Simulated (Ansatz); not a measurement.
C5H4N, charge -1, singlet, geometry from GFN2-xTB (a gas-phase anion, which may not be bound at this level). Base run: CCSD(T)/def2-SV(P) (Ansatz, a quantum-chemistry and plane-wave program).

Input for Ansatz:
Ansatz 0.2 input:
```yaml
crystal:
  periodic: [false, false, false]
  atoms:
    - {symbol: N, position_ang: [-0.01597523, -0.02962172, 1.38373483]}
    - {symbol: C, position_ang: [0.01557545, -0.06582818, -1.36989980]}
    - {symbol: C, position_ang: [-0.00521036, 1.10543325, 0.69612625]}
    - {symbol: C, position_ang: [-0.01054599, -1.15662589, 0.66382466]}
    - {symbol: C, position_ang: [0.00511221, -1.33380566, -0.73772362]}
    - {symbol: C, position_ang: [0.01077742, 1.14303371, -0.68694833]}
    - {symbol: H, position_ang: [0.02830252, -0.02508551, -2.46852276]}
    - {symbol: H, position_ang: [-0.00972220, 2.02524692, 1.29071120]}
    - {symbol: H, position_ang: [-0.02017221, -2.05150868, 1.30507188]}
    - {symbol: H, position_ang: [0.01916619, 2.10545597, -1.20567905]}
basis:
  gaussian:
    orbitals: def2-SV_P_.json
total_charge: -1
magnetization: {spin_polarized: false}
correlation: {method: ccsd_t}
```
The basis file holds def2-SV(P) in the JSON format of the Basis Set Exchange.

Each row names what was changed in the base input (with any setting that the change needs).

```json
[
 {"change": "base", "ΔE vs base (kcal/mol)": "0.000", "MP2 correlation (Eh)": "-0.78045", "CC correlation without the perturbative part (Eh)": "-0.80784", "basis functions": "92"},
 {"change": "method = ccsd", "ΔE vs base (kcal/mol)": "23.13", "MP2 correlation (Eh)": "-0.78045", "CC correlation without the perturbative part (Eh)": "-0.80784", "basis functions": "92"},
 {"change": "diis_vectors = 4", "ΔE vs base (kcal/mol)": "0.000", "MP2 correlation (Eh)": "-0.78045", "CC correlation without the perturbative part (Eh)": "-0.80784", "basis functions": "92"},
 {"change": "lower_state_search = off", "ΔE vs base (kcal/mol)": "0.000", "MP2 correlation (Eh)": "-0.78045", "CC correlation without the perturbative part (Eh)": "-0.80784", "basis functions": "92"},
 {"change": "electrons = all", "ΔE vs base (kcal/mol)": "-9.27", "MP2 correlation (Eh)": "-0.79614", "CC correlation without the perturbative part (Eh)": "-0.82231", "basis functions": "92"},
 {"change": "method = rpa", "ΔE vs base (kcal/mol)": "1.07", "MP2 correlation (Eh)": "-", "CC correlation without the perturbative part (Eh)": "-", "basis functions": "92"},
 {"change": "diis_vectors = 2", "ΔE vs base (kcal/mol)": "0.000", "MP2 correlation (Eh)": "-0.78045", "CC correlation without the perturbative part (Eh)": "-0.80784", "basis functions": "92"},
 {"change": "method = mp2", "ΔE vs base (kcal/mol)": "40.32", "MP2 correlation (Eh)": "-0.78045", "CC correlation without the perturbative part (Eh)": "-", "basis functions": "92"},
 {"change": "electrons = outside_noble_gas", "ΔE vs base (kcal/mol)": "0.000", "MP2 correlation (Eh)": "-0.78045", "CC correlation without the perturbative part (Eh)": "-0.80784", "basis functions": "92"},
 {"change": "fitting = cc-pVTZ-JKFIT (mean field), cc-pVTZ-RIFIT (correlation)", "ΔE vs base (kcal/mol)": "0.073", "MP2 correlation (Eh)": "-0.78038", "CC correlation without the perturbative part (Eh)": "-0.80780", "basis functions": "92"}
]
```

A gas-phase anion may not be bound at this level; its values then depend on the basis.
